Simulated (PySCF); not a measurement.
**Mo(3+) (molybdenum, charge +3) across methods**

[Kr] 4d3, high-spin 4F determinant. Calculation: PySCF 2.14, in aug-cc-pVTZ-DK (9s8p6d3f2g, 102 functions); scalar relativity by spin-free X2C-1e.

```json
{"method": "PBE", "E (hartree)": "-4045.99", "mean ε 4p α (eV)": "-70.860", "mean ε 4p β (eV)": "-68.585", "mean ε 4d α (eV)": "-34.138", "Σ⟨r²⟩ (bohr²)": "25.77", "⟨S²⟩": "3.751"}
{"method": "LDA", "E (hartree)": "-4041.59", "mean ε 4p α (eV)": "-70.948", "mean ε 4p β (eV)": "-68.853", "mean ε 4d α (eV)": "-34.074", "Σ⟨r²⟩ (bohr²)": "25.80", "⟨S²⟩": "3.750"}
{"method": "PBE0", "E (hartree)": "-4046.07", "mean ε 4p α (eV)": "-74.121", "mean ε 4p β (eV)": "-71.013", "mean ε 4d α (eV)": "-35.910", "Σ⟨r²⟩ (bohr²)": "25.69", "⟨S²⟩": "3.751"}
{"method": "UHF", "E (hartree)": "-4044.33941", "mean ε 4p α (eV)": "-82.746", "mean ε 4p β (eV)": "-76.823", "mean ε 4d α (eV)": "-40.387", "Σ⟨r²⟩ (bohr²)": "25.70", "⟨S²⟩": "3.754"}
{"method": "r2SCANh", "E (hartree)": "-4046.38", "mean ε 4p α (eV)": "-73.172", "mean ε 4p β (eV)": "-70.187", "mean ε 4d α (eV)": "-35.206", "Σ⟨r²⟩ (bohr²)": "25.64", "⟨S²⟩": "3.752"}
{"method": "wB97M-V", "E (hartree)": "-4046.08", "mean ε 4p α (eV)": "-76.441", "mean ε 4p β (eV)": "-73.682", "mean ε 4d α (eV)": "-38.129", "Σ⟨r²⟩ (bohr²)": "25.77", "⟨S²⟩": "3.751"}
{"method": "BP86", "E (hartree)": "-4046.86", "mean ε 4p α (eV)": "-70.890", "mean ε 4p β (eV)": "-68.734", "mean ε 4d α (eV)": "-34.158", "Σ⟨r²⟩ (bohr²)": "25.72", "⟨S²⟩": "3.751"}
```

Question: Estimate the same row for r2SCAN.

Answer: E (hartree) = -4046.39; mean ε 4p α (eV) = -72.021; mean ε 4p β (eV) = -69.308; mean ε 4d α (eV) = -34.541; Σ⟨r²⟩ (bohr²) = 25.65; ⟨S²⟩ = 3.752.
